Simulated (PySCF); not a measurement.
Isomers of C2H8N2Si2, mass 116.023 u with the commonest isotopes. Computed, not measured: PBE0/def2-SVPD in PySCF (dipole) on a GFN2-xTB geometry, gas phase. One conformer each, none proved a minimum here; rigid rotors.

Question: Order these by radius of gyration √(Σ m r²/M), smallest first.
A. `[N:1]#[C:2][SiH2:3][CH2:4][NH:5][SiH3:6]` with C2–Si3–C4–N5 180°, Si3–C4–N5–Si6 149°
B. `[CH3:1][N:2]([SiH3:3])[SiH2:4][C:5]#[N:6]` with C1–N2–Si4–C5 46°
C. `[N:1]#[C:2][SiH2:3][NH:4][CH2:5][SiH3:6]` with C2–Si3–N4–C5 66°, Si3–N4–C5–Si6 149°
D. `[CH:1]#[C:2][Si@H:3]([NH2:4])[SiH2:5][NH2:6]` with C2–Si3–N4–H 61° and -77°, C2–Si3–Si5–N6 20°, Si3–Si5–N6–H -39° and -178°
E. `[CH:1]#[C:2][Si@H:3]([NH2:4])[NH:5][SiH3:6]` with C2–Si3–N4–H -66° and 68°, C2–Si3–N5–Si6 -55°
F. `[CH3:1][Si@:2]([NH2:3])([SiH3:4])[C:5]#[N:6]` with C1–Si2–N3–H 164° and -55°

Answer: F (1.966 Å), D (1.995 Å), E (2.031 Å), B (2.058 Å), C (2.388 Å), A (2.474 Å).

Question: Order these by out-of-plane moment Σ m c² = (Ia + Ib − Ic)/2, smallest first.
A. `[N:1]#[C:2][CH2:3][Si@H:4]([NH2:5])[SiH3:6]` with C2–C3–Si4–N5 180°, C3–Si4–N5–H -171° and 49°
B. `[N:1]#[C:2][SiH2:3][CH2:4][NH:5][SiH3:6]` with C2–Si3–C4–N5 180°, Si3–C4–N5–Si6 149°
C. `[N:1]#[C:2][SiH2:3][NH:4][CH2:5][SiH3:6]` with C2–Si3–N4–C5 66°, Si3–N4–C5–Si6 149°
D. `[CH:1]#[C:2][Si@H:3]([NH2:4])[NH:5][SiH3:6]` with C2–Si3–N4–H -66° and 68°, C2–Si3–N5–Si6 -55°
E. `[CH3:1][Si@:2]([NH2:3])([SiH3:4])[C:5]#[N:6]` with C1–Si2–N3–H 164° and -55°
F. `[CH:1]#[C:2][Si@H:3]([NH2:4])[SiH2:5][NH2:6]` with C2–Si3–N4–H 61° and -77°, C2–Si3–Si5–N6 20°, Si3–Si5–N6–H -39° and -178°
G. `[CH3:1][N:2]([SiH3:3])[SiH2:4][C:5]#[N:6]` with C1–N2–Si4–C5 46°

Answer: B (11.86 u·Å²), C (13.12 u·Å²), D (16.74 u·Å²), A (19.00 u·Å²), G (23.06 u·Å²), F (29.12 u·Å²), E (75.36 u·Å²).

Question: Order these by rotational constant A, smallest first.
A. `[CH:1]#[C:2][Si@H:3]([NH2:4])[NH:5][SiH3:6]` with C2–Si3–N4–H -66° and 68°, C2–Si3–N5–Si6 -55°
B. `[CH3:1][Si@:2]([NH2:3])([SiH3:4])[C:5]#[N:6]` with C1–Si2–N3–H 164° and -55°
C. `[CH:1]#[C:2][Si@H:3]([NH2:4])[SiH2:5][NH2:6]` with C2–Si3–N4–H 61° and -77°, C2–Si3–Si5–N6 20°, Si3–Si5–N6–H -39° and -178°
D. `[N:1]#[C:2][SiH2:3][NH:4][CH2:5][SiH3:6]` with C2–Si3–N4–C5 66°, Si3–N4–C5–Si6 149°
E. `[N:1]#[C:2][SiH2:3][CH2:4][NH:5][SiH3:6]` with C2–Si3–C4–N5 180°, Si3–C4–N5–Si6 149°
F. `[CH3:1][N:2]([SiH3:3])[SiH2:4][C:5]#[N:6]` with C1–N2–Si4–C5 46°

Answer: B (2318 MHz), C (2558 MHz), A (2748 MHz), F (4941 MHz), D (6211 MHz), E (8423 MHz).

```tsv
SMILES	point group	Ia (u·Å²)	Ib (u·Å²)	Ic (u·Å²)	κ	μa (D)	μb (D)	μc (D)
N#C[SiH2]CN[SiH3]	C1	60.00	661.80	698.08	-0.99	3.34	1.75	0.67
C[Si@](N)([SiH3])C#N	C1	218.01	305.90	373.18	-0.38	3.17	3.12	0.75
C#C[Si@H](N)N[SiH3]	C1	183.94	311.57	462.04	-0.36	0.93	0.31	0.94
C#C[Si@H](N)[SiH2]N	C1	197.57	293.25	432.59	-0.20	0.36	1.05	0.82
CN([SiH3])[SiH2]C#N	C1	102.29	412.11	468.28	-0.92	3.38	0.74	1.18
N#C[SiH2]NC[SiH3]	C1	81.37	593.30	648.43	-0.97	3.06	1.84	0.15
N#CC[Si@H](N)[SiH3]	C1	182.33	325.93	470.26	-0.44	3.76	3.29	0.60
```
